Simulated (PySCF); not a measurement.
Consider 4,4,4-trifluorobutyric acid, `O=C(O)CCC(F)(F)F` (C4H5F3O2). Coordinates in Å; atoms count from 1 in this order:
```
O    -2.0399    0.1158   -1.3233
C    -1.7963   -0.1431   -0.1733
O    -2.7419   -0.4791    0.7122
C    -0.4277   -0.1303    0.4508
C     0.6573    0.1686   -0.5660
C     2.0331    0.2068    0.0459
F     2.3569   -0.9590    0.6282
F     2.9675    0.4628   -0.8767
F     2.1352    1.1552    0.9903
H    -3.5939   -0.4624    0.2507
H    -0.2673   -1.1021    0.9433
H    -0.4358    0.6155    1.2622
H     0.4829    1.1385   -1.0530
H     0.6696   -0.5892   -1.3623
```

Level of theory: ωB97X-D3(BJ)/ma-def2-TZVP single points in PySCF, grid level 2; every species was optimised with PBE0-D3(BJ)/ma-def2-SVP. The prefix ma- adds one diffuse s and one diffuse p function on all atoms but H. ωB97X-D3(BJ) is ωB97X-V with D3(BJ) in place of VV10. Thermal corrections: GFN2-xTB frequencies, unscaled, ideal gas at 298.15 K and 1 bar, quasi-RRHO entropy. These were taken at the GFN2-xTB minima.

(1) Rank these of its positions by gas-phase deprotonation enthalpy, most acidic first.
A. C4 (carbon α to the carbonyl-type group)
B. O3 (acid OH oxygen)

(2) For O3 (acid OH oxygen), what are ΔE (electronic) and ΔG(298 K) of the loss of the proton?

Results:

(1) B (1420 kJ/mol), A (1512 kJ/mol).

(2) ΔE = 1447 and ΔG = 1388 kJ/mol, beside ΔH = 1420 kJ/mol. The product is `O=C([O-])CCC(F)(F)F`.

Note: C5 is not listed: the run failed or kept an imaginary mode, or the ion rearranged or equalled another.
